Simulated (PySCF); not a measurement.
# Continuum solvent and chemical shifts

Atom-mapped SMILES (the numbers label the heavy atoms): `[CH3:1][O:2][SiH2:3][O:4][CH2:5][C:6](=[O:7])[OH:8]`; H(Xn) means a hydrogen on atom n.

GIAO PBE0/pcSseg-1 in PySCF 2.14 on one PBE0-D3(BJ)/def2-SVP conformer, non-relativistic, equivalent nuclei averaged. Solvents enter as an IEF-PCM continuum (benzene with ε = 2.3, chloroform with ε = 4.7) around the gas-phase geometry. Shifts are referred to TMS computed in the same medium.

In benzene, δ in ppm: C6 182.8, C5 64.2, C1 49.7, Si3 -29.0, H(O8) 6.50, H(Si3) 5.04, H(C5) 4.64, H(C1) 3.61. Dipole moment 2.84 D.

(1) How does each δ change in the more polar medium?

(2) Which nuclei move most (in ppm), and what does the model miss?

## Answers

(1) 
| atoms | environment | Δδ, chloroform |
| --- | --- | --- |
| C6 | carboxylic acid carbon | +0.8 |
| C5 | sp3 CH2 bonded to O, α to a carbonyl | +0.4 |
| C1 | methyl carbon bonded to O | +0.3 |
| Si3 | silicon bonded to 2 O, 2 H | -0.2 |
| H(O8) | hydrogen on an acid hydroxyl oxygen | +0.27 |
| H(Si3) | hydrogen on a silicon bonded to 2 O | -0.01 |
| H(C5) | hydrogen on an sp3 CH2 bonded to O, α to a carbonyl | +0.06 |
| H(C1) | hydrogen on a methyl carbon bonded to O | +0.03 |

Changes are relative to benzene. The dipole moment becomes 2.99 D in chloroform.

(2) C6 (carboxylic acid carbon, +0.8 ppm) in chloroform. A continuum only polarises the solute; specific hydrogen bonds, the anisotropy of aromatic solvents and changes of geometry or conformer are outside it.
